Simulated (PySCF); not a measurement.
Cd(I)(NH2) (CdH2IN), SMILES [NH2][Cd][I].

Coordinates come from a PBE0-D3(BJ)/def2-TZVP optimisation. The def2 effective core potentials stand for the cores of Cd, I; spin–orbit coupling is left out. One conformer was computed; it need not be the lowest.

The numbers are results of TDA-LC-ωPBE/def2-SVPD in PySCF 2.14.0, not measurements.

Vertical excitations. Isolated molecule, no solvent. State labels are in the subgroup Cs.

```csv
state,symmetry,energy (eV),λ (nm),f,main pairs
S1,A',5.31,234,0.040,HOMO→LUMO 87 %
S2,A",5.55,223,0.029,HOMO−1→LUMO 90 %
S3,A',5.74,216,0.101,HOMO−2→LUMO 84 %
S4,A",6.23,199,0.006,HOMO→LUMO+1 83 %
S5,A',6.68,186,0.003,"HOMO−1→LUMO+1 60 %, HOMO→LUMO+2 30 %"
S6,A",6.71,185,0.002,HOMO−2→LUMO+1 83 %
S7,A',6.72,185,0.018,"HOMO→LUMO+2 46 %, HOMO−3→LUMO 28 %, HOMO−1→LUMO+1 17 %"
S8,A",6.88,180,0.001,HOMO−1→LUMO+2 91 %
S9,A',7.13,174,0.053,HOMO−2→LUMO+2 72 %
S10,A',7.83,158,0.028,"HOMO→LUMO+7 28 %, HOMO−2→LUMO+7 26 %, HOMO→LUMO+3 18 %, HOMO−2→LUMO+3 6 %"
T1,A',4.55,272,0,"HOMO→LUMO 64 %, HOMO−2→LUMO 25 %"
T2,A",5.13,242,0,HOMO−1→LUMO 87 %
T3,A',5.15,241,0,"HOMO−2→LUMO 61 %, HOMO→LUMO 25 %"
T4,A',5.93,209,0,"HOMO−3→LUMO 62 %, HOMO−1→LUMO+1 17 %"
```
Triplets are in the Tamm–Dancoff approximation.
